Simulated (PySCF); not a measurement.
# Excitation energy of Te by level of theory

Te [Kr] 4d10 5s2 5p4 (3P) → Te [Kr] 4d10 5s1 5p4 6s1 (5P), as a difference of total energies. All numbers are calculated (PySCF 2.14, scalar relativity through the core potential, in aug-cc-pVTZ-PP with one added diffuse shell each of d, f type with ECP28MDF (6s5p5d3f, 67 functions)). Correlated levels: valence: 4s2 4p6 4d10 frozen. The calculations carry no spin-orbit coupling.

```
           method  excitation energy (eV)
              UHF                  13.949
              LDA                  15.200
              PBE                  14.885
             PBE0                  14.901
           r2SCAN                  14.868
              M06                  15.423
             BLYP                  15.093
    MP2 (valence)                  14.099
SCS-MP2 (valence)                  14.245
```

Problem. Estimate what BHandHLYP gives.

Solution. 15.123 eV, closest to BLYP among the rows shown.

Problem. Estimate what r2SCAN0 gives.

Solution. 14.856 eV, closest to r2SCAN among the rows shown.

The upper state lies above the first ionisation limit, where it may autoionise and the basis confines it. A Rydberg-like electron needs more diffuse functions than a valence basis has.

The promoted electron is Rydberg-like, and one or two diffuse shells describe it only roughly, which tends to raise the upper state.
